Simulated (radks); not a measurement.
Excited configurations of Ag I: one electron is placed in a higher orbital outside [Kr] 4d10. The ground configuration is [Kr] 4d10 5s1. Method: Dirac Kohn-Sham, BLYP, spin-unpolarised, spherical densities, finite nucleus; open shells fill j = l - 1/2 first; Fermi nuclear charge, rms radius 4.5454 fm; computed with a radial shooting solver on a logarithmic mesh with Libxc functionals. Excitation = E - E(ground); binding = E(ion) - E, where the ion is the core of charge +1; n* = 1/sqrt(2 binding) in atomic units, and the quantum defect is n - n*.

[
 {"outer orbital": "5p1/2", "excitation (eV)": "3.797", "binding (eV)": "4.076", "quantum defect": "3.173", "eigenvalue (eV)": "-1.711"},
 {"outer orbital": "5d3/2", "excitation (eV)": "6.393", "binding (eV)": "1.479", "quantum defect": "1.967", "eigenvalue (eV)": "-0.582"},
 {"outer orbital": "6s1/2", "excitation (eV)": "5.461", "binding (eV)": "2.412", "quantum defect": "3.625", "eigenvalue (eV)": "-1.351"},
 {"outer orbital": "6p1/2", "excitation (eV)": "6.096", "binding (eV)": "1.776", "quantum defect": "3.232", "eigenvalue (eV)": "-0.935"}
]

The Delta-SCF ionisation energy is 7.873 eV (NIST Atomic Spectra Database: 7.576 eV, measured). Self-interaction in the functional shifts the binding energies and quantum defects, so they are the method's values and not measured ones. Spin polarisation and multiplet splitting are left out, so open shells lie too high by an amount that depends on their filling.

Beside tabulated values, note that spin-unpolarised runs miss the spin-polarisation part of the exchange energy of open shells.
